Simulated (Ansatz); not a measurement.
The cluster PtO2. The state is a singlet with charge 0. Geometry PBE-D4/def2-TZVP.

```tsv
atom	x (Å)	y (Å)	z (Å)
Pt1	-1.103	-0.254	-0.457
O2	0.257	0.548	0.705
O3	0.846	-0.294	-0.249
```

In the def2 sets Pt takes a core potential; there is no spin–orbit coupling. The structure holds 1 bond(s) between oxygen atoms. The restricted singlet is unstable towards broken spin symmetry in Hartree–Fock (as tested in another run); at PBE-D4/def2-TZVP, revPBE-D4/def2-TZVP, r2SCAN-D4/def2-TZVP, PBE0-D4/def2-TZVP and others this wasn't settled. Another isomer (singlet) lies 2.19 eV lower at PBE0-D4/def2-TZVP; other spin states weren't run for this one.

Estimate the orbital energies around the gap (eV) in Ansatz with PBE-D4/def2-TZVP, revPBE-D4/def2-TZVP, r2SCAN-D4/def2-TZVP, PBE0-D4/def2-TZVP, BHLYP-D4/def2-TZVP.


| orbital | PBE-D4/def2-TZVP | revPBE-D4/def2-TZVP | r2SCAN-D4/def2-TZVP | PBE0-D4/def2-TZVP | BHLYP-D4/def2-TZVP |
| --- | --- | --- | --- | --- | --- |
| HOMO−9 | -20.19 | -20.17 | -21.31 | -22.83 | -25.33 |
| HOMO−8 | -12.18 | -12.07 | -12.45 | -13.56 | -14.88 |
| HOMO−7 | -11.60 | -11.50 | -11.92 | -12.99 | -14.43 |
| HOMO−6 | -10.51 | -10.42 | -10.97 | -12.50 | -14.17 |
| HOMO−5 | -9.22 | -9.12 | -9.38 | -10.22 | -11.11 |
| HOMO−4 | -6.92 | -6.84 | -7.26 | -8.58 | -10.21 |
| HOMO−3 | -6.88 | -6.80 | -7.17 | -8.36 | -9.85 |
| HOMO−2 | -6.30 | -6.22 | -6.59 | -7.82 | -9.32 |
| HOMO−1 | -6.14 | -6.05 | -6.42 | -7.47 | -8.76 |
| HOMO | -4.93 | -4.85 | -5.25 | -6.63 | -8.32 |
| LUMO | -4.66 | -4.53 | -4.36 | -3.62 | -2.80 |
| LUMO+1 | -4.46 | -4.34 | -4.33 | -3.34 | -2.24 |
| LUMO+2 | -0.52 | -0.42 | -0.07 | 0.41 | 0.91 |
| LUMO+3 | -0.26 | -0.19 | 0.12 | 0.60 | 1.34 |
| LUMO+4 | 0.62 | 0.71 | 1.10 | 2.20 | 2.94 |
| LUMO+5 | 1.62 | 1.65 | 2.25 | 2.40 | 3.87 |
